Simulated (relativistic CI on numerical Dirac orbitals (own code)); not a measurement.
## Ho³⁺: 5s photoemission

Computed with this model: Dirac-Coulomb-Breit CI, orbitals from a KLI potential per configuration, a model potential for QED, multiplet model of photoemission in the sudden approximation, unscaled Slater integrals; configurations [Xe] 4f10 → [Kr] 4d10 4f10 5s 5p6; 300 K; Lorentzian 1.5 eV and Gaussian 0.6 eV FWHM. Energies are those of the free ion, without screening or charge transfer. The energies are binding energies and can lie tens of eV above those of solids. Without intra-shell correlation the exchange splitting of an s hole comes out too large, often by half or more. S is read from ⟨S²⟩ = S(S + 1).

free ion: ground-state S = 1.96, centroid 89.90 eV. Peaks (eV, height): 88.8 (100), 91.8 (63).

Strongest unbroadened transitions for free ion:

```json
{"Energy (eV)": "88.72", "Relative strength": "100.0"}
{"Energy (eV)": "89.22", "Relative strength": "19.4"}
{"Energy (eV)": "91.74", "Relative strength": "66.8"}
{"Energy (eV)": "92.26", "Relative strength": "0.2"}
{"Energy (eV)": "92.66", "Relative strength": "2.8"}
{"Energy (eV)": "93.93", "Relative strength": "0.0"}
{"Energy (eV)": "94.35", "Relative strength": "0.0"}
{"Energy (eV)": "94.94", "Relative strength": "0.0"}
```
